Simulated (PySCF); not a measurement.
PySCF input file for CH4N, SMILES C[NH], multiplicity 2, PBE-D3(BJ)/def2-TZVP. The structure is a stationary point at PBE-D3(BJ)/def2-TZVP. The isomer is the one that the SMILES or the coordinates give; other isomers of the formula were not compared.

```python
import numpy as np
from pyscf import gto, scf, dft, df
from pyscf.hessian import thermo

mol = gto.M(
    atom='''
    C    -0.01047862    0.62403901    0.00000000
    N     0.15416138   -0.80209897    0.00000000
    H    -0.59108046    0.97364845    0.88007332
    H     0.96468360    1.13097585    0.00000000
    H    -0.59108045    0.97364846   -0.88007333
    H    -0.79878066   -1.20781401   -0.00000000
    ''',
    basis='def2-TZVP',
    charge=0,
    spin=1,
    max_memory=1600,
    verbose=3,
)
mf = dft.UKS(mol, xc='pbe').density_fit(auxbasis='def2-universal-jkfit')
mf.disp = 'd3bj'
mf.grids.level = 3
mf.conv_tol = 1e-11
mf.max_cycle = 100
mf.kernel()
fine, coarse = mf.grids, dft.Grids(mol).set(level=1).build(with_non0tab=True)
for _ in range(3):  # follow internal instabilities
    mf.grids = coarse
    mo, _, stable, _ = mf.stability(return_status=True, nroots=4)
    mf.grids = fine
    if stable:
        break
    mf.kernel(mf.make_rdm1(mo, mf.mo_occ))

# [left out here: the lines that compute and print the analytic Hessian (its translational invariance restored by hand, since the grid's response is missing), thermochemistry and intensities]
```

Log of the run:

```

WARN: HOMO -0.234260820775344 >= LUMO -0.234260820775347

converged SCF energy = -95.103390135004  <S^2> = 0.7530331  2S+1 = 2.0030308
<class 'pyscf.df.df_jk.DFUKS'> wavefunction is stable in the internal stability analysis

WARN: DFTD3 does not support analytical Hessian, using finite difference


WARN: Mole.unit (angstrom) is changed to Bohr

Mode                                 0                   1                   2
Irrep
Freq [cm^-1]                      241.7236            902.2813            979.7321
Reduced mass [au]                   1.1375              1.2029              1.1271
Force const [Dyne/A]                0.0392              0.5770              0.6374
Char temp [K]                     347.7865           1298.1819           1409.6163
Normal mode                   x     y     z       x     y     z       x     y     z
       0   C                 0.00  0.00  0.05    0.00 -0.00 -0.11    0.09 -0.04 -0.00
       1   N                -0.00  0.00 -0.08   -0.00  0.00  0.04   -0.02  0.02  0.00
       2   H                -0.26  0.09 -0.18    0.02 -0.55  0.13   -0.20 -0.36 -0.06
       3   H                 0.00  0.00  0.16   -0.00 -0.00  0.31   -0.17  0.44  0.00
       4   H                 0.26 -0.09 -0.18   -0.02  0.55  0.13   -0.20 -0.36  0.06
       5   H                 0.00 -0.00  0.80    0.00 -0.00  0.26   -0.23  0.51 -0.00
Mode                                 3                   4                   5
Irrep
Freq [cm^-1]                     1027.5056           1293.4376           1328.1345
Reduced mass [au]                   5.8968              1.2277              1.1759
Force const [Dyne/A]                3.6681              1.2101              1.2221
Char temp [K]                    1478.3518           1860.9687           1910.8899
Normal mode                   x     y     z       x     y     z       x     y     z
       0   C                -0.02  0.18 -0.00   -0.11 -0.02 -0.00   -0.02 -0.10  0.00
       1   N                 0.03 -0.19  0.00    0.06  0.01 -0.00    0.05 -0.02 -0.00
       2   H                -0.00  0.06  0.03    0.26 -0.11  0.26   -0.13  0.49 -0.27
       3   H                -0.05  0.23  0.00    0.07 -0.36  0.00   -0.09  0.04 -0.00
       4   H                -0.00  0.07 -0.03    0.26 -0.11 -0.26   -0.13  0.49  0.27
       5   H                -0.13  0.14  0.00   -0.20  0.58  0.00   -0.13  0.39 -0.00
Mode                                 6                   7                   8
Irrep
Freq [cm^-1]                     1413.3922           1432.8056           2866.7432
Reduced mass [au]                   1.0548              1.0763              1.0401
Force const [Dyne/A]                1.2415              1.3019              5.0363
Char temp [K]                    2033.5567           2061.4883           4124.6053
Normal mode                   x     y     z       x     y     z       x     y     z
       0   C                -0.00 -0.00 -0.06   -0.02 -0.07  0.00   -0.04  0.03  0.00
       1   N                -0.00 -0.00 -0.01   -0.02  0.00  0.00    0.00  0.01 -0.00
       2   H                 0.32  0.31  0.06    0.41  0.14  0.20    0.34 -0.20 -0.55
       3   H                -0.00  0.00  0.73   -0.33  0.60 -0.00   -0.21 -0.09  0.00
       4   H                -0.32 -0.31  0.06    0.41  0.14 -0.20    0.34 -0.20  0.55
       5   H                 0.00 -0.00  0.05    0.03 -0.10 -0.00   -0.01 -0.00 -0.00
Mode                                 9                  10                  11
Irrep
Freq [cm^-1]                     2899.1145           3023.0211           3280.6440
Reduced mass [au]                   1.0937              1.0935              1.0738
Force const [Dyne/A]                5.4160              5.8877              6.8092
Char temp [K]                    4171.1803           4349.4543           4720.1163
Normal mode                   x     y     z       x     y     z       x     y     z
       0   C                -0.00  0.00 -0.08   -0.08 -0.03  0.00    0.01 -0.00 -0.00
       1   N                -0.00  0.00 -0.00    0.00  0.00  0.00    0.06  0.03  0.00
       2   H                -0.37  0.21  0.52    0.05 -0.04 -0.12   -0.01  0.00  0.01
       3   H                -0.00 -0.00 -0.03    0.83  0.42  0.00   -0.04 -0.01 -0.00
       4   H                 0.37 -0.21  0.52    0.05 -0.04  0.12   -0.01  0.00 -0.01
       5   H                -0.00 -0.00  0.01   -0.05 -0.01 -0.00   -0.88 -0.40 -0.00
temperature 298.1500 [K]
pressure 101325.00 [Pa]
Rotational constants [GHz] 123.17912 25.45798 24.26045
Symmetry number 1
Zero-point energy (ZPE) 0.04713 [Eh]   123744.922 [J/mol]
                           tot       elec      trans        rot        vib
Entropy [J/mol/K]       245.585      5.763    151.185     79.437      9.200
Cv [J/mol/K]             39.605      0.000     12.472     12.472     14.661
Cp [J/mol/K]             47.919      0.000     20.786     12.472     14.661
Internal energy [J/mol]                      3718.434   3718.434 125477.028
Internal energy [Eh]   -95.05277  -95.10339
Enthalpy [J/mol]                             6197.391   3718.434 125477.028
Enthalpy [Eh]          -95.05182
Gibbs free energy [J/mol]                  -38878.498 -19965.686 122734.158
Gibbs free energy [Eh] -95.07971
mode   freq/cm-1   IR/(km/mol)
   1      241.72        46.913
   2      902.28         1.485
   3      979.73        19.234
   4     1027.51         6.993
   5     1293.44         5.670
   6     1328.13        18.166
   7     1413.39         8.429
   8     1432.81         3.688
   9     2866.74        13.546
  10     2899.11        22.728
  11     3023.02        27.912
  12     3280.64        11.547
max |gradient| / (hartree/bohr): 5.827025965141232e-05
APT charges: [ 0.165  -0.2391 -0.0052 -0.0205 -0.0052  0.1051]
```

Self-consistency was reached.

Cost: roughly 2.5 core-minutes.
